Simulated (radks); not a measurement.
Neutral neon inside a hard spherical wall (all orbitals vanish at R), configuration held at [Ne] and not refilled when levels cross. Method: scalar-relativistic Kohn-Sham, PBE, spin-polarised, spherical densities, point nucleus; computed with a radial shooting solver on a logarithmic mesh with Libxc functionals. Eigenvalues in eV for spin up, with the zero of energy where the potential of the charges vanishes at infinity; a dash marks a level that is unbound or too diffuse for the functional's potential to be trusted. A positive occupied level is held by the wall or, in an anion where self-interaction has pushed it up, behind a barrier. The pressure on the wall is -dE/dV.

R (bohr),E (hartree),kinetic (hartree),e(1s),e(2s),e(2p),"e(3s, empty)","e(3p, empty)",pressure (GPa)
free,-129.01346,128.981,-830.80,-36.405,-13.334,-,-,0
20,-129.01346,128.981,-830.80,-36.405,-13.334,-,-,< 0.0001
12,-129.01346,128.981,-830.80,-36.405,-13.334,-,-,< 0.0001
10,-129.01346,128.981,-830.80,-36.405,-13.334,0.275,1.971,< 0.0001
7,-129.01343,128.981,-830.80,-36.401,-13.330,1.367,4.100,0.00340
6,-129.01320,128.984,-830.77,-36.382,-13.310,2.471,5.878,0.0344
5,-129.01150,128.998,-830.63,-36.279,-13.204,4.816,9.260,0.371
4,-128.99842,129.088,-829.92,-35.778,-12.667,10.503,16.555,4.54
2,-127.64525,134.651,-805.16,-19.503,5.710,98.582,103.93,2070
1.5,-123.67356,146.719,-766.84,10.616,37.334,229.56,217.99,16000
